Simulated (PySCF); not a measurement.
Compound: C₄H₁₃PSi.
Bonds: C1–C2, C2–C3, C2–C4, C2–Si5, Si5–P6. Hydrogens: H7, H8, H9 on C1; H10, H11, H12 on C3; H13, H14, H15 on C4; H16, H17 on Si5; H18, H19 on P6.

The same species was optimised twice, with GFN2-xTB and with PBE0-D3(BJ)/def2-SVP (PySCF), and the same property calculations (PySCF, gas phase) were run on both structures.

```tsv
coordinate	GFN2-xTB	PBE0-D3(BJ)/def2-SVP	change
Si5–P6 (Å)	2.242	2.273	+0.031
C2–Si5 (Å)	1.920	1.907	-0.013
C2–C4 (Å)	1.526	1.532	+0.006
C1–C2 (Å)	1.529	1.531	+0.002
C2–C3 (Å)	1.528	1.530	+0.002
C2–Si5–P6 (°)	106.9	109.7	+2.8
C4–C2–Si5 (°)	110.1	108.1	-2.0
C1–C2–C3 (°)	108.9	110.1	+1.2
C3–C2–C4 (°)	109.4	110.1	+0.7
C1–C2–Si5 (°)	109.8	109.1	-0.7
C1–C2–C4 (°)	109.4	110.0	+0.6
C3–C2–Si5 (°)	109.3	109.3	0.0
C1–C2–Si5–P6 (°)	-59	-59	0
```

Rotational constants: A = 3486, B = 1334, C = 1245 MHz (GFN2-xTB) against A = 3472, B = 1298, C = 1221 MHz (PBE0-D3(BJ)/def2-SVP).

On the GFN2-xTB structure: isotropic polarisability (au) 102.8 [CAM-B3LYP/def2-SVPD]; HOMO (eV) -8.64 [CAM-B3LYP/def2-SVPD]; LUMO (eV) 1.06 [CAM-B3LYP/def2-SVPD]; dipole (D) 0.80 [CAM-B3LYP/def2-SVPD].

**Question.** What do these properties become on the PBE0-D3(BJ)/def2-SVP structure?

**Answer.** 
```csv
property,level,on GFN2-xTB,on PBE0-D3(BJ)/def2-SVP,change
isotropic polarisability (au),CAM-B3LYP/def2-SVPD,102.8,105.6,+2.8
HOMO (eV),CAM-B3LYP/def2-SVPD,-8.64,-8.62,+0.02
LUMO (eV),CAM-B3LYP/def2-SVPD,1.06,0.98,-0.08
dipole (D),CAM-B3LYP/def2-SVPD,0.80,0.93,+0.13
"energy, GFN2-xTB geometry as zero (kcal/mol)",CAM-B3LYP/def2-SVPD,0.0,-2.2,-2.2
```

The heavy atoms differ by 0.040 Å rms after alignment. Among bonds between heavy atoms Si5–P6 changes most (+0.031 Å). Changes are differences of the printed values. Neither structure is proved a minimum here.

Shape of the structure used: `[CH3:1][C:2]([CH3:3])([CH3:4])[SiH2:5][PH2:6]`: C1–C2–Si5–P6 -59°, H–P6–Si5–C2 180°, H–P6–Si5–C2 87°.
